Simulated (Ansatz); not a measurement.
The inner images of a band of ClF₂GeH₆NOSi (13 atoms, charge 0, multiplicity 1) are given out of order.

Method: Ansatz, RKS PBE/def2-SVP.

Image 0:

```xyz
13
Properties=species:S:1:pos:R:3
Ge 0.043 0.121 0.244
O -0.204 -0.019 2.017
H -0.786 -0.795 2.147
Cl 1.864 -0.612 -0.734
F -0.871 1.328 -0.683
F -1.011 -1.239 -0.175
N 1.200 1.853 0.884
H 2.169 1.650 0.593
Si 0.607 3.478 0.300
H 0.755 3.513 -1.184
H -0.787 3.662 0.797
H 1.504 4.516 0.920
H 1.160 1.753 1.912
```

Image 8:

```xyz
13
Properties=species:S:1:pos:R:3
Ge -0.004 0.624 0.058
O 0.816 -0.294 2.196
H 1.276 -1.082 1.837
Cl 1.223 -0.991 -0.739
F -0.739 1.292 -1.390
F -1.415 -0.099 0.833
N 0.714 2.120 0.756
H 1.185 1.979 1.654
Si 0.661 3.718 -0.005
H 1.294 3.711 -1.367
H -0.741 4.247 -0.122
H 1.453 4.609 0.913
H -0.081 -0.626 2.415
```

Q: Put them in order from the first end to the last, with their energies above the first end.
A.
```xyz
13
Properties=species:S:1:pos:R:3
Ge 0.166 0.475 -0.109
O 0.761 -0.402 2.124
H -0.116 -0.828 2.229
Cl 1.385 -1.113 -0.888
F -0.553 1.227 -1.528
F -1.329 -0.125 0.606
N 0.939 1.934 0.678
H 1.897 1.753 0.999
Si 0.552 3.593 0.173
H 1.053 3.975 -1.192
H -0.937 3.754 0.230
H 1.208 4.485 1.192
H 0.619 0.482 2.525
```
B.
```xyz
13
Properties=species:S:1:pos:R:3
Ge 0.178 0.247 -0.011
O 0.512 -0.136 1.945
H -0.349 -0.272 2.390
Cl 1.471 -1.297 -0.771
F -0.223 1.139 -1.494
F -1.506 -0.153 0.326
N 1.129 1.804 0.775
H 2.135 1.717 0.557
Si 0.485 3.452 0.427
H 0.840 3.897 -0.957
H -0.996 3.372 0.624
H 1.091 4.393 1.431
H 0.875 1.046 1.796
```
C.
```xyz
13
Properties=species:S:1:pos:R:3
Ge 0.077 0.583 -0.046
O 0.843 -0.261 2.191
H 0.945 -1.212 1.987
Cl 1.216 -1.112 -0.768
F -0.654 1.257 -1.491
F -1.366 -0.021 0.769
N 0.879 2.050 0.625
H 1.496 1.865 1.420
Si 0.617 3.701 0.049
H 1.213 3.955 -1.306
H -0.848 4.027 0.003
H 1.296 4.579 1.063
H -0.069 -0.203 2.542
```
D.
```xyz
13
Properties=species:S:1:pos:R:3
Ge 0.109 0.536 -0.094
O 0.847 -0.328 2.135
H 0.372 -1.183 2.136
Cl 1.298 -1.092 -0.857
F -0.629 1.266 -1.512
F -1.340 -0.103 0.671
N 0.878 1.997 0.652
H 1.696 1.792 1.232
Si 0.598 3.654 0.094
H 1.174 3.960 -1.261
H -0.876 3.927 0.077
H 1.268 4.532 1.115
H 0.249 0.251 2.649
```
E.
```xyz
13
Properties=species:S:1:pos:R:3
Ge 0.093 0.162 0.154
O 0.209 -0.038 1.973
H -0.542 -0.576 2.285
Cl 1.561 -1.176 -0.710
F -0.306 1.250 -1.212
F -1.527 -0.550 0.124
N 1.260 1.831 0.777
H 2.231 1.736 0.451
Si 0.497 3.446 0.402
H 0.868 3.839 -0.988
H -0.975 3.313 0.619
H 1.062 4.432 1.387
H 1.211 1.539 1.774
```
F.
```xyz
13
Properties=species:S:1:pos:R:3
Ge 0.214 0.414 -0.144
O 0.636 -0.328 2.114
H -0.308 -0.467 2.335
Cl 1.426 -1.232 -0.796
F -0.363 1.129 -1.646
F -1.372 -0.006 0.493
N 1.049 1.862 0.650
H 2.068 1.721 0.684
Si 0.503 3.522 0.310
H 0.872 4.039 -1.051
H -0.986 3.513 0.476
H 1.137 4.401 1.352
H 0.766 0.641 2.262
```
G.
```xyz
13
Properties=species:S:1:pos:R:3
Ge 0.054 0.133 0.219
O -0.144 0.121 2.009
H -0.791 -0.586 2.207
Cl 1.765 -0.929 -0.617
F -0.607 1.313 -0.939
F -1.242 -1.042 -0.063
N 1.298 1.821 0.769
H 2.223 1.688 0.334
Si 0.543 3.443 0.385
H 0.828 3.751 -1.047
H -0.907 3.386 0.730
H 1.222 4.456 1.268
H 1.401 1.655 1.783
```

A: G (+0.04 eV), E (+0.30 eV), B (+0.91 eV), F (+0.49 eV), A (+0.45 eV), D (+0.41 eV), C (+0.32 eV).

The run took 6.4 min on 4 threads of Arm Neoverse V2 (shared host), peak memory 0.24 GiB.
